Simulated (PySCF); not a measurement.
**Partial charges of `CC(C)N(C)CC=C(F)F`**

C₇H₁₃F₂N.
Cartesian coordinates in Å at the GFN2-xTB level; atoms count from 1:
```
atom  x, y, z in Å
C1    -1.7586   -0.9598   -1.3841
C2    -1.4238   -0.4990    0.0356
C3    -2.0754    0.8577    0.3322
N4     0.0183   -0.5485    0.2540
C5     0.3980   -0.6632    1.6456
C6     0.7787    0.4951   -0.4097
C7     2.1982    0.0488   -0.5920
C8     3.2482    0.7656   -0.2530
F9     3.2208    1.9831    0.2858
F10    4.5150    0.3866   -0.4133
H11   -2.8253   -1.1518   -1.4649
H12   -1.4955   -0.2074   -2.1235
H13   -1.2195   -1.8753   -1.6102
H14   -1.8454   -1.2372    0.7274
H15   -3.1566    0.7639    0.2796
H16   -1.8121    1.2020    1.3295
H17   -1.7620    1.6081   -0.3895
H18   -0.1361   -1.4961    2.0987
H19    0.1951    0.2474    2.2297
H20    1.4666   -0.8694    1.7005
H21    0.3472    0.6580   -1.3999
H22    0.7623    1.4496    0.1418
H23    2.3571   -0.9313   -1.0103
```

Density: PBE0/pcSseg-1 (PySCF); schemes: Mulliken, IAO, Hirshfeld and ESP-fitted. Isolated species at its GFN2-xTB geometry (one conformer only).

Task: Tabulate the Mulliken, IAO, Hirshfeld and ESP-fitted charges.

Result: In e:

| atom | environment | Mulliken | IAO | Hirshfeld | ESP-fitted |
| --- | --- | --- | --- | --- | --- |
| C1 | methyl carbon | -0.196 | -0.423 | -0.125 | -0.521 |
| C2 | sp3 carbon bound to nitrogen | -0.177 | +0.006 | +0.025 | +0.432 |
| C3 | methyl carbon | -0.227 | -0.440 | -0.126 | -0.514 |
| N4 | tertiary amine nitrogen | -0.604 | -0.261 | -0.091 | -0.355 |
| C5 | N-methyl carbon | -0.072 | -0.306 | -0.078 | -0.505 |
| C6 | sp3 carbon bound to nitrogen | +0.019 | -0.149 | -0.026 | +0.271 |
| C7 | alkene CH carbon | -0.328 | -0.262 | -0.092 | -0.612 |
| C8 | =CF2 carbon | +0.603 | +0.538 | +0.166 | +0.503 |
| F9 | vinyl fluorine | -0.248 | -0.251 | -0.070 | -0.164 |
| F10 | vinyl fluorine | -0.252 | -0.250 | -0.078 | -0.179 |
| H11 | methyl hydrogen | +0.112 | +0.140 | +0.042 | +0.126 |
| H12 | methyl hydrogen | +0.102 | +0.130 | +0.036 | +0.150 |
| H13 | methyl hydrogen | +0.118 | +0.148 | +0.037 | +0.114 |
| H14 | methine hydrogen | +0.109 | +0.131 | +0.039 | +0.039 |
| H15 | methyl hydrogen | +0.115 | +0.143 | +0.043 | +0.131 |
| H16 | methyl hydrogen | +0.115 | +0.138 | +0.037 | +0.127 |
| H17 | methyl hydrogen | +0.108 | +0.134 | +0.037 | +0.112 |
| H18 | methyl hydrogen | +0.114 | +0.143 | +0.043 | +0.168 |
| H19 | methyl hydrogen | +0.079 | +0.101 | +0.025 | +0.151 |
| H20 | methyl hydrogen | +0.127 | +0.147 | +0.034 | +0.200 |
| H21 | methylene hydrogen | +0.143 | +0.147 | +0.044 | +0.050 |
| H22 | methylene hydrogen | +0.108 | +0.114 | +0.025 | +0.035 |
| H23 | vinylic hydrogen | +0.132 | +0.182 | +0.054 | +0.241 |

Mean size of the charges over all atoms: ESP-fitted 0.248 e, IAO 0.204 e, Mulliken 0.183 e, Hirshfeld 0.060 e. Each set sums to the total charge, 0, to within 0.001 e. The IAO scheme projects the occupied orbitals on a minimal set of polarised atomic orbitals and counts the electrons in each atom's part of it. The Hirshfeld scheme weights the molecular density at each point by an atom's share of the summed free-atom densities.

Lowest charge. The schemes don't all agree: Mulliken N4 (-0.604); IAO C3 (-0.440); Hirshfeld C3 (-0.126); ESP-fitted C7 (-0.612).

Highest charge. All schemes agree: Mulliken C8 (+0.603); IAO C8 (+0.538); Hirshfeld C8 (+0.166); ESP-fitted C8 (+0.503).

Task: Sum the charges by element, for elements with more than one atom.

Result: 
| element | atoms | Mulliken | IAO | Hirshfeld | ESP-fitted |
| --- | --- | --- | --- | --- | --- |
| C | 7 | -0.376 | -1.035 | -0.257 | -0.946 |
| F | 2 | -0.500 | -0.501 | -0.149 | -0.343 |
| H | 13 | +1.480 | +1.798 | +0.497 | +1.645 |

Task: How many electrons does the ESP-fitted scheme count on F9?

Result: Z − q = 9 − (-0.164) = 9.164.

Task: How closely do the schemes follow one another over all atoms?

Result: Correlation coefficient and root-mean-square difference: IAO with Hirshfeld 0.99, 0.167 e; Hirshfeld with ESP-fitted 0.89, 0.243 e; Mulliken with Hirshfeld 0.88, 0.175 e; Mulliken with IAO 0.86, 0.123 e; IAO with ESP-fitted 0.85, 0.161 e; Mulliken with ESP-fitted 0.72, 0.211 e.
